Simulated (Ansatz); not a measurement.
`[SiH3][SiH2][InH2]` + H–F → `F[SiH2][InH2]` + SiH₄ at 600 K and 1 bar (cleavage of the Si–Si bond).

Calculated with Ansatz (gas phase, PBE0-D4/def2-TZVP geometries, no zero-point term in ΔE). CCSD(T)/CBS adds triple-zeta CCSD(T) − MP2 to the extrapolated MP2 energy (def2 sets, frozen cores). This one scheme is used for every species. Elements past krypton have def2 core potentials. For In outer-core shells are correlated without core-valence functions, which leaves a few kJ/mol of doubt a bond.

| species | CCSD(T)/CBS energy (Eh) | H − E (kJ/mol) | S (J/(mol·K)) |
| --- | --- | --- | --- |
| `[SiH3][SiH2][InH2]` | -772.14490 | 206.8 | 480.9 |
| H–F | -100.39570 | 42.3 | 194.0 |
| `F[SiH2][InH2]` | -581.11562 | 132.3 | 408.5 |
| SiH₄ | -291.46306 | 108.7 | 242.3 |

H − E and S are ideal-gas, rigid-rotor, harmonic terms from PBE0-D4/def2-TZVP, for one conformer and one mirror image of each species. 1 Eh = 2625.50 kJ/mol, R = 8.31446 J/(mol·K).

By hand: ΔE, ΔH, ΔS and ΔG.

ΔE = (-581.11562) + (-291.46306) − (-772.14490) − (-100.39570) = -0.03808 Eh = -100.0 kJ/mol. Δ(H − E) = 132.3 + 108.7 − 206.8 − 42.3 = -8.1, so ΔH = -108.1 kJ/mol. ΔS = 408.5 + 242.3 − 480.9 − 194.0 = -24.1 J/(mol·K). ΔG = -108.1 − 600 × (-24.1)/1000 = -93.6 kJ/mol.

By hand: the equilibrium constant, and the temperature at which ΔG would vanish if ΔH and ΔS stayed fixed.

log₁₀ K = −ΔG/(RT ln 10) = 8.1. ΔG = 0 at ΔH/ΔS = 4485 K, far beyond where these terms or the molecules hold.

ΔH outweighs TΔS. A doubt of 5 kJ/mol in ΔE shifts log₁₀ K by 0.4 here. Other conformers and mirror images would add mixing entropy, several J/(mol·K) or more a flexible species. Modes under 60 cm⁻¹, often nearly free rotors, make the harmonic entropy too high. These are equilibria of isolated gas molecules and say nothing of rates. Largest T1 diagnostic: 0.014 (customary marks: 0.02 for closed shells, 0.045 for open ones).
